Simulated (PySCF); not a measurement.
## Two-component Hartree-Fock for Ta⁵⁹⁺ (tantalum, charge +59)

Start: [Ne] 3s2 3p2; 3p1/2 filled at m_j = -1/2, +1/2. Calculated with PySCF 2.14 in an even-tempered Gaussian basis (18 s from 18 bohr⁻², ratio 2.4; 14 p from 24 bohr⁻², ratio 2.4; 4 d from 80 bohr⁻², ratio 2.6; 4 f from 120 bohr⁻², ratio 2.6): generalised Hartree-Fock with the X2C-1e Hamiltonian and a Gaussian nucleus; one run each with spin-orbit coupling (SO) switched off, then screened by Boettger's factors.

| spinor shell | electrons | ε, spin-free (eV) | ε, screened SO (eV) | weight of nominal j (screened SO) | rms radius, screened SO (bohr) |
| --- | --- | --- | --- | --- | --- |
| 1s1/2 | 2 | -72519.4 | -72485.8 | 1.000 | 0.0211 |
| 2s1/2 | 2 | -16292.1 | -16277.4 | 1.000 | 0.0841 |
| 2p1/2 | 2 | -14862.2 | -15793.0 | 1.000 | 0.0713 |
| 3s1/2 | 2 | -6541.4 | -6535.4 | 1.000 | 0.202 |
| 3p1/2 | 2 | -6145.1 | -6371.7 | 1.000 | 0.191 |

Q: Where does 2p3/2 lie, and what is the 2p spin-orbit splitting (screened SO)?

A: At -14469.2 eV, 1323.9 eV above 2p1/2.

```
   quantity     spin-free   screened SO
E (hartree)  -11684.02690  -11715.14739
        M_J             0             0
       ⟨J²⟩         2.000         0.000
       ⟨L²⟩         2.000         1.351
       ⟨S²⟩         2.000         1.351
```

Breit and QED terms are absent; they matter most for the inner s and p1/2 levels.

Densities and radii are taken from the X2C orbitals without a picture-change correction, which distorts them close to the nucleus.

Without spin-orbit coupling the j labels of p, d and f shells carry no meaning; the spin-free column gives the mean over the occupied spinors of each nl shell.
